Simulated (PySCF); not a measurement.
Delta-SCF ions had no search for a lower state. Excitations are Tamm–Dancoff values on a coarser integration grid. The basis has no diffuse functions, so Rydberg states are missing or too high.

# CH4OSi2, SMILES `[SiH3]C1O[SiH]=1` (charge 0, multiplicity 1)

The numbers are results of TPSSh-D3(BJ)/def2-TZVP // B3LYP-D3(BJ)/def2-TZVP (PySCF 2.14.0), not measurements.

```yaml
HOMO: -6.07 eV
dipole_moment: 2.50 D
LUMO: -2.81 eV
HOMO–LUMO gap: 3.27 eV
S1 excitation (TDA): 2.87 eV
S1 oscillator strength: 0.010
T1 excitation (TDA): 2.18 eV
S1–T1 gap (TDA): 0.69 eV
vertical ionisation energy (Delta-SCF): 8.59 eV
total_energy: -694.7452 Ha
cost: very roughly 4 core-minutes
```

Bonds (Å): Si1–C2 1.905, Si1–H5 1.479, Si1–H6 1.478, Si1–H7 1.479, C2–Si3 1.888, C2–O4 1.248, Si3–O4 2.073, Si3–H8 1.527. Angles (°): C2–Si1–H5 105.7, C2–Si1–H6 106.0, C2–Si1–H7 111.9, H5–Si1–H6 110.0, H5–Si1–H7 111.4, H6–Si1–H7 111.5, Si1–C2–Si3 154.5, Si1–C2–O4 125.6, Si3–C2–O4 79.9, C2–Si3–O4 36.4, C2–Si3–H8 89.6, O4–Si3–H8 92.3, C2–O4–Si3 63.7.
